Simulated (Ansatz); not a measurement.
`CC(C)[CH2][Al]([F])[F]`, charge 0, multiplicity 1.

(1) Give a relaxed structure at PBE0-D4/def2-TZVP (Ansatz 0.2.0). (An estimate is asked.)

Answers

(1) Ansatz gave: 
```xyz
16

C    -1.752   -0.176    0.814
C    -0.426   -0.397    0.098
C    -0.535   -0.011   -1.371
C     0.707    0.374    0.784
Al    2.447    0.148   -0.038
F     3.628    1.288    0.071
F     2.839   -1.219   -0.867
H    -2.557   -0.751    0.348
H    -1.689   -0.471    1.864
H    -2.034    0.881    0.782
H    -0.191   -1.467    0.145
H     0.381   -0.254   -1.923
H    -0.723    1.062   -1.477
H    -1.352   -0.541   -1.865
H     0.476    1.448    0.795
H     0.780    0.086    1.841
```
This is one stationary point; other conformers may exist.
